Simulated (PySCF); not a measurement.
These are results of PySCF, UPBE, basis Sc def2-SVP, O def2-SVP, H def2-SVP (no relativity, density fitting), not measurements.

```xyz
5
charge 0 multiplicity 2, angstrom
Sc    0.3918    0.0657    0.0719
O    -0.7630   -0.0792    1.4976
O    -0.1817   -0.0792   -1.6709
H    -1.6335   -0.2083    1.9025
H    -0.8519   -0.2083   -2.3584
```

Sc(OH)2 (doublet), along the line from Sc1 (at 0) through O2 (at 1.840 Å).

Question: Tabulate the fields along this line at -0.55, -0.46, -0.37, -0.28, -0.18, -0.09, 0.09, 0.18, 0.28, 0.37, 0.46, 0.55, 0.64, 0.74, 0.83, 0.92, 1.01, 1.10, 1.20, 1.29, 1.38, 1.47, 1.56, 1.66, 1.75, 1.93, 2.02, 2.12, 2.21, 2.30, 2.39, 2.48, 2.58, 2.67, 2.76, 2.85, 2.94 Å.

Answer: 
| distance (Å) | electron density (e/Å³) | spin density (e/Å³) | electron localisation function | electrostatic potential (V) |
| --- | --- | --- | --- | --- |
| -0.55 | 4.67 | 0.255 | 0.892 | 69.2 |
| -0.46 | 6.8 | 0.397 | 0.806 | 110 |
| -0.37 | 8.77 | 0.512 | 0.363 | 184 |
| -0.28 | 16.1 | 0.415 | 0.142 | 324 |
| -0.18 | 87 | 0.0756 | 0.803 | 647 |
| -0.09 | 400 | 0.0899 | 0.541 | 1900 |
| 0.09 | 401 | 0.0103 | 0.544 | 1900 |
| 0.18 | 87.3 | 0.102 | 0.812 | 648 |
| 0.28 | 15.6 | 0.304 | 0.138 | 325 |
| 0.37 | 8.05 | 0.348 | 0.298 | 186 |
| 0.46 | 6.2 | 0.27 | 0.743 | 112 |
| 0.55 | 4.26 | 0.182 | 0.832 | 70.3 |
| 0.64 | 2.65 | 0.114 | 0.77 | 46.3 |
| 0.74 | 1.62 | 0.067 | 0.548 | 31.8 |
| 0.83 | 1.07 | 0.039 | 0.263 | 22.9 |
| 0.92 | 0.866 | 0.0237 | 0.161 | 17.3 |
| 1.01 | 0.918 | 0.0154 | 0.243 | 14.4 |
| 1.10 | 1.19 | 0.0105 | 0.512 | 14.1 |
| 1.20 | 1.7 | 0.00699 | 0.734 | 17.2 |
| 1.29 | 2.47 | 0.00381 | 0.805 | 25.4 |
| 1.38 | 3.59 | 0.000104 | 0.786 | 42.4 |
| 1.47 | 5.1 | -0.00479 | 0.632 | 75.7 |
| 1.56 | 6.95 | -0.0102 | 0.244 | 142 |
| 1.66 | 15.3 | -0.0136 | 0.135 | 293 |
| 1.75 | 138 | -0.00594 | 0.977 | 806 |
| 1.93 | 139 | -0.0125 | 0.981 | 807 |
| 2.02 | 15 | -0.012 | 0.14 | 295 |
| 2.12 | 6.42 | -0.0083 | 0.195 | 145 |
| 2.21 | 4.82 | -0.0052 | 0.575 | 78.9 |
| 2.30 | 3.6 | -0.00298 | 0.776 | 45.5 |
| 2.39 | 2.68 | -0.00184 | 0.839 | 28.4 |
| 2.48 | 2.02 | -0.0013 | 0.863 | 19.9 |
| 2.58 | 1.53 | -0.00101 | 0.876 | 16.1 |
| 2.67 | 1.15 | -0.000816 | 0.883 | 14.3 |
| 2.76 | 0.85 | -0.000679 | 0.886 | 12.9 |
| 2.85 | 0.619 | -0.000568 | 0.884 | 11.3 |
| 2.94 | 0.442 | -0.000465 | 0.876 | 9.41 |

On a grid of 0.09 Å the density has a local minimum along the bond near 0.92 Å from Sc, at 0.87 e/Å³, where the ELF is 0.16.

With open d or f shells other occupations or spin states may lie lower.
